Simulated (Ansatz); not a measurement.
Consider the atomization: `[CH3][GaH-]([CH3])[SH2+]` → 2 C• + Ga• + 9 H• + S•.

Gas-phase electronic energies from Ansatz, PBE0-D4/def2-TZVP geometries. CBS: MP2 limit from def2 TZ/QZ plus the TZ coupled-cluster correction, frozen cores. This one scheme is used for every species, atoms too. Functionals use def2-TZVPP. B3LYP here is the variant with VWN-RPA as its local correlation; programs differ in this. Open shells (•) are unrestricted, without spin–orbit coupling. Spin–orbit coupling would lower the free atoms: a little for C, S; clearly for Ga. Bonds to Ga are less sure, by a few kJ/mol each and by 10 to 20 or more in all where they break to atoms, as the def2 sets lack core-valence functions. Scalar relativity is left out up to krypton. One conformer a species, not always the lowest.

What is ΔE at CCSD(T)/CBS? (Best estimate.)

The calculation gave: +4181.6 kJ/mol.

What do these levels give: LDA (SPW92), PBE-D4, B97M-V, PBE0-D4, B3LYP-D4, CAM-B3LYP-D4, ωB97M-V, PBE, CCSD(T)/def2-SVP, CCSD/def2-TZVPP, HF/def2-QZVPP, CCSD/CBS(def2)? (Best estimate.)

Computed: LDA (SPW92) 4684.5, PBE-D4 4186.3, B97M-V 4185.2, PBE0-D4 4156.3, B3LYP-D4 4156.4, CAM-B3LYP-D4 4173.3, ωB97M-V 4175.6, PBE 4159.7, CCSD(T)/def2-SVP 3969.7, CCSD/def2-TZVPP 4057.5, HF/def2-QZVPP 3112.5, CCSD/CBS(def2) 4136.0 kJ/mol.

Largest T1 diagnostic among the species: 0.013.

Leaving LDA and LC-ωPBE aside and taking each functional with its dispersion term where it has one, the values, not all of them listed here, spread over 101.2 kJ/mol, from BHLYP-D4 to PBE-D4. LDA lies +524.8 kJ/mol from PBE without D4, its usual overbinding. The D4 term adds +42.7 kJ/mol with B3LYP and +22.9 kJ/mol with PBE0; it sums over pairs of atoms, weighted by their polarisabilities, and B3LYP, whose exchange is more repulsive, gets the larger term.

For atomizations the MP2-based limit and the directly extrapolated one differ by several kJ/mol either way, and by 10 to 25 for some Ge, Se and Sn compounds, so smaller differences from it don't rank the levels.
